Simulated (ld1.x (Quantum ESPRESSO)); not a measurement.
PBEsol ultrasoft dataset for carbon, scalar-relativistic all-electron reference.

C (Z = 6), ultrasoft, made with ld1.x (Quantum ESPRESSO) 7.5 (PBEsol, scalar-relativistic). Core [He], reference 2s1.5 2p2.5. Waves: 2s (bound): rcut 1.10, rcutus 1.30 bohr; 2s channel at 1.85 Ry: rcut 1.10, rcutus 1.30 bohr; 2p (bound): rcut 1.50, rcutus 1.95 bohr; 2p channel at -0.1 Ry: rcut 1.50, rcutus 1.95 bohr; 3d channel at 0.05 Ry: rcut 1.35, rcutus 1.60 bohr; 3d channel at 2.8 Ry: rcut 1.35, rcutus 1.60 bohr. Local part: all-electron potential smoothed inside 1.80 bohr (lloc = -1). Core correction: none. Augmentation charge: PSQ, radius 0.85 bohr.

Poles of the logarithmic derivatives, all-electron (AE) and pseudo (PS). s: poles at -0.2 (AE) and -0.2 (PS) Ry. p: poles at 0.4 (AE) and 0.4 (PS) Ry. d: poles at 4.7 (AE) and 4.7 (PS) Ry. Test radius 2.15 bohr.

* Cutoffs needed: 18 Ry and 21 Ry (the cutoffs (Ry, on a coarse ladder) from which the occupation-weighted sum of valence levels, in a spherical-Bessel basis at the reference potential, stays within 10 and 1 mRy of its value at 400 Ry)
* Ghost test: no extra level below or beside the all-electron valence levels (s, p, d, f tested) (spherical-Bessel basis up to 400 Ry, 20 bohr box)
* Largest excitation error: +97 meV (all-electron minus pseudo) for 2s2 2p0, out of 7 test configurations
* Lowest eigenvalue of the overlap operator: 0.50 (s channel)
* Density cutoff estimated by the generator: 706 Ry
